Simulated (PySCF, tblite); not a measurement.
C4H12O2Si2.
Atom-mapped SMILES: `[O:1]=[CH:2][SiH2:3][C@@H:4]([SiH3:5])[CH2:6][CH2:7][OH:8]` (hydrogens: H9 on C2; H10, H11 on Si3; H12 on C4; H13, H14, H15 on Si5; H16, H17 on C6; H18, H19 on C7; H20 on O8)

Geometry (GFN2-xTB, Å), atoms numbered from 1 in this order:
```xyz
20
C4H12O2Si2 angstrom
O      0.1256    3.1756   -0.4653
C     -0.7308    2.4815    0.0374
Si    -1.2156    0.6859   -0.4816
C     -0.1511   -0.5952    0.4653
Si    -1.1266   -2.1859    0.8406
C      1.1459   -0.9319   -0.2667
C      1.8176    0.3405   -0.7665
O      0.9089    0.9563   -1.6514
H     -1.3005    2.9017    0.8917
H     -2.5353    0.6225    0.1995
H     -1.4887    0.4954   -1.8984
H      0.1196   -0.1408    1.4259
H     -0.2458   -3.1290    1.5398
H     -2.2730   -1.8842    1.6958
H     -1.5693   -2.7828   -0.4191
H      1.8314   -1.4805    0.3826
H      0.9267   -1.5548   -1.1359
H      2.7511    0.1128   -1.2978
H      2.0479    0.9983    0.0796
H      0.9569    1.9253   -1.5651
```

Jobs on this species (20 atoms, 80 electrons) with PySCF (density fitting) and tblite. Hardware of each: one thread of an Intel Xeon at 2.50 GHz, no GPU, shared host. Times come from a shared host and carry two figures at best.

```tsv
level and settings	work	basis functions	SCF cycles	wall time
GFN2-xTB	Hessian by finite differences	–	–	?
GFN2-xTB	L-BFGS relaxation	–	–	5.2 s
PBE0/pcSseg-1	shieldings, charges and field gradients	210	14	2.1 min
```

Problem. Fill in the missing figures.

Solution. 
- GFN2-xTB; Hessian by finite differences: 3.2 s

Problem. What do all jobs in the table cost together?

Solution. About 2.2 min; the longest takes about 94 % of that, and about 39 times as long as the shortest.
